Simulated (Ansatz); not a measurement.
C3H8Ge can be A, `C=C[CH2][GeH3]`, or B, `C=[C](C)[GeH3]`.

Program: Ansatz. Geometries: PBE0-D4/def2-TZVP. ΔE: electronic, gas phase. CCSD(T)/CBS is the MP2 limit (def2-TZVPP, def2-QZVPP) plus CCSD(T) − MP2 in def2-TZVPP, frozen cores. Functionals use def2-TZVPP. B3LYP here is the variant with VWN-RPA as its local correlation; programs differ in this. For Ge outer-core shells are correlated without core-valence functions, which leaves a few kJ/mol of doubt a bond. Scalar relativity is left out up to krypton. One conformer a species, not always the lowest.

A:

Z-matrix (Å, degrees):
```
C
C 1 1.485
Ge 1 1.972 2 111.2
H 1 1.092 2 111.4 3 -120.3
H 1 1.094 2 111.3 3 119.1
C 2 1.328 1 125.4 3 106.3
H 2 1.089 1 115.9 3 -71.9
H 3 1.539 1 109.6 2 54.3
H 3 1.540 1 110.3 2 174.2
H 3 1.537 1 109.5 2 -65.3
H 6 1.086 2 121.5 1 1.7
H 6 1.083 2 121.4 1 -178.3
```

B:

```xyz
12

C     0.2713    0.4336    1.5396
C     0.0950   -0.0519    0.3146
C     0.4050   -1.4718   -0.0406
Ge   -0.5922    1.1090   -1.0914
H     0.0452    1.4638    1.7939
H     0.6539   -0.1911    2.3449
H     0.7844   -2.0261    0.8218
H     1.1538   -1.5251   -0.8376
H    -0.4846   -1.9885   -0.4150
H    -1.9020    0.5342   -1.6635
H     0.4215    1.2023   -2.2478
H    -0.8513    2.5115   -0.5190
```

(1) Which isomer does CCSD(T)/CBS put lower? Give the gap. (An estimate is asked.)

(2) Give E(B) − E(A) in kJ/mol with HF/def2-TZVPP, LDA (SPW92), PBE-D4, r2SCAN-D4, B3LYP, CCSD/def2-TZVPP, BLYP-D4. (Best estimate.)

(3) Does the order hold for the free energy at 298.15 K (harmonic terms from PBE0-D4)? (Estimate.)

Largest T1 diagnostic: 0.011.

Answers

(1) Ansatz gave: B, by 0.5 kJ/mol. So small a gap doesn't settle the order.

(2) The calculation gave: HF/def2-TZVPP 1.0, LDA (SPW92) -0.3, PBE-D4 0.1, r2SCAN-D4 0.2, B3LYP 1.5, CCSD/def2-TZVPP -0.7, BLYP-D4 -0.4. The order is the other way round with HF/def2-TZVPP, B3LYP.

(3) The calculation gave: Too close to call: G(B) − G(A) = -0.2 kJ/mol, for one conformer each.

Leaving LDA and LC-ωPBE aside and taking each functional with its dispersion term where it has one, the values, not all of them listed here, spread over 1.2 kJ/mol, from ωB97X-V to r2SCAN0-D4.
